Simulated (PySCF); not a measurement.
C8H11ClSi.
SMILES with atom numbers: `[CH3:1][C:2]1=[C:3]([Cl:4])[CH:5]=[CH:6][Si@H:7]1[CH:8]1[CH2:9][CH2:10]1`

Probes without a nucleus sit at each ring's centroid and 1 Å off its mean plane on both sides; NICS is minus the shielding there, NICSzz its component along the normal. Level: GIAO PBE0/pcSseg-1 (PySCF, non-relativistic, gas phase) on the GFN2-xTB geometry, one conformer.

Ring bond lengths (Å), with Mayer bond orders in brackets: C2–C3 1.338 (1.76), C3–C5 1.456 (1.05), C5–C6 1.337 (1.84), C6–Si7 1.885 (0.88), Si7–C2 1.899 (0.79); C8–C9 1.504 (0.96), C9–C10 1.491 (0.97), C10–C8 1.505 (0.96).

Task: Give the NICS values of each ring in ppm.

Result: 
```
           ring                                                      type  NICS(0)  NICS(1), two faces  NICS(1)zz, two faces  rms pucker (Å)  centre to ring atoms, mean (Å)
C2–C3–C5–C6–Si7  5-membered ring with Si; formal bonds 2 double, 3 single      0.5         -1.4 / -1.7             3.0 / 3.2            0.00                            1.34
      C8–C9–C10            3-membered carbocycle; formal bonds all single    -45.4         -9.1 / -8.1         -25.3 / -24.1            0.00                            0.87
```

Task: What can be read from them?

Result: 
- C2–C3–C5–C6–Si7: mean NICS(1)zz 3.1 ppm, deshielded. Si7 has four or more neighbours, so the value isn't read as a sign of a π ring current.
- C8–C9–C10: mean NICS(1)zz -24.7 ppm, shielded. C8, C9, C10 have four or more neighbours; no verdict on aromaticity is drawn. NICS(0) lies 37 ppm below the mean NICS(1).

Task: What is the mean of the two in-plane components of NICS at the first NICS(1) probe listed for ring C8–C9–C10, 1 Å off the ring?

Result: The isotropic value is a third of the trace: (3 × -9.1 − (-25.3))/2 = -1.0 ppm.

Task: List the ring angles and the Hirshfeld charges of the ring atoms.

Result: 
- C2–C3–C5–C6–Si7: C2 107.3° (-0.091 e), C3 118.1° (+0.003 e), C5 115.9° (-0.046 e), C6 109.0° (-0.145 e), Si7 89.8° (+0.363 e); sum 540.0° against 540° for a flat convex ring.
- C8–C9–C10: C8 59.4° (-0.132 e), C9 60.3° (-0.086 e), C10 60.3° (-0.085 e); sum 180.0° against 180° for a flat convex ring.

Task: What are the shieldings of the ring atoms and their hydrogens in the same run (means over atoms taken as equivalent)?

Result: 
| atoms | environment | σ isotropic (ppm) |
| --- | --- | --- |
| C2 | fully substituted alkene carbon | 42.7 |
| C3 | vinylic C–Cl carbon | 38.0 |
| C5 | alkene CH carbon | 25.7 |
| C6 | alkene CH carbon | 58.3 |
| Si7 | SiH silicon | 363.1 |
| C8 | sp3 carbon bound to silicon | 191.7 |
| C9 | three-membered-ring carbon | 182.4 |
| C10 | three-membered-ring carbon | 185.0 |
| H on C5 | vinylic hydrogen | 24.78 |
| H on C6 | vinylic hydrogen | 25.99 |
| H on Si7 | Si–H hydrogen | 26.76 |
| H on C8 | methine hydrogen | 31.81 |
| H on C9 | methylene hydrogen | 31.42 |
| H on C9 | methylene hydrogen | 30.98 |

The list is cut; further classes of hydrogen are left out.

On an Intel Xeon at 2.50 GHz with one thread, shared host with 64 logical CPUs at a one-minute load of 64, this took 3.8 min (with the writing of density and orbital grids) and 1.1 GiB of memory at its peak. This is the whole shielding run at PBE0/pcSseg-1, SCF included.

Shape of the structure used: `[CH3:1][C:2]1=[C:3]([Cl:4])[CH:5]=[CH:6][Si@H:7]1[CH:8]1[CH2:9][CH2:10]1`: C6–Si7–C8–C9 -41°.
